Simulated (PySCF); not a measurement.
**Tc (technetium, neutral) across methods**

[Kr] 4d7, high-spin 4F determinant (an excited configuration). Computed with PySCF 2.14 in ANO-RCC-VTZP (7s6p4d2f1g, 68 functions), with scalar relativity by spin-free X2C-1e.

```json
{"method": "UHF", "E (hartree)": "-4282.79110", "mean ε 4p β (eV)": "-47.896", "mean ε 4d α (eV)": "-7.482", "mean ε 4d β (eV)": "-5.255", "Σ⟨r²⟩ (bohr²)": "48.60", "⟨S²⟩": "3.762"}
{"method": "LDA", "E (hartree)": "-4280.19", "mean ε 4p β (eV)": "-39.161", "mean ε 4d α (eV)": "-3.510", "mean ε 4d β (eV)": "-2.152", "Σ⟨r²⟩ (bohr²)": "50.97", "⟨S²⟩": "3.753"}
{"method": "PBE0", "E (hartree)": "-4284.77", "mean ε 4p β (eV)": "-41.284", "mean ε 4d α (eV)": "-4.444", "mean ε 4d β (eV)": "-2.964", "Σ⟨r²⟩ (bohr²)": "49.77", "⟨S²⟩": "3.755"}
{"method": "PBE", "E (hartree)": "-4284.71", "mean ε 4p β (eV)": "-38.774", "mean ε 4d α (eV)": "-3.283", "mean ε 4d β (eV)": "-1.973", "Σ⟨r²⟩ (bohr²)": "50.65", "⟨S²⟩": "3.754"}
{"method": "B97-3", "E (hartree)": "-4284.79", "mean ε 4p β (eV)": "-41.549", "mean ε 4d α (eV)": "-4.384", "mean ε 4d β (eV)": "-3.067", "Σ⟨r²⟩ (bohr²)": "49.82", "⟨S²⟩": "3.757"}
{"method": "r2SCAN", "E (hartree)": "-4285.09", "mean ε 4p β (eV)": "-39.401", "mean ε 4d α (eV)": "-3.360", "mean ε 4d β (eV)": "-1.956", "Σ⟨r²⟩ (bohr²)": "50.03", "⟨S²⟩": "3.758"}
{"method": "M06", "E (hartree)": "-4285.14", "mean ε 4p β (eV)": "-41.626", "mean ε 4d α (eV)": "-4.549", "mean ε 4d β (eV)": "-3.089", "Σ⟨r²⟩ (bohr²)": "50.35", "⟨S²⟩": "3.768"}
{"method": "M06-2X", "E (hartree)": "-4285.42", "mean ε 4p β (eV)": "-44.140", "mean ε 4d α (eV)": "-5.938", "mean ε 4d β (eV)": "-4.352", "Σ⟨r²⟩ (bohr²)": "49.91", "⟨S²⟩": "3.766"}
```
